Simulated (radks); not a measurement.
Results of a calculation; reference values are marked as such.
Question: Neutral palladium is in [Kr] 4d10. Level of theory: Dirac Kohn-Sham, relativistic LDA (MacDonald-Vosko exchange, VWN5 correlation), spin-unpolarised, spherical densities, finite nucleus; Fermi nuclear charge, rms radius of each element as measured or else 0.836 A^(1/3) + 0.57 fm (a radial shooting solver on a logarithmic mesh with Libxc functionals). Sub-shells are occupied by j as written (lower j first in brackets). One electron is removed from 4d5/2, 4d3/2, 4p3/2, 4p1/2 in turn, with full relaxation. Which removal costs least, and what does each cost?

Answer: 4d5/2 9.206 eV; 4d3/2 9.690 eV; 4p3/2 55.820 eV; 4p1/2 60.373 eV. The 4d5/2 electron leaves first.
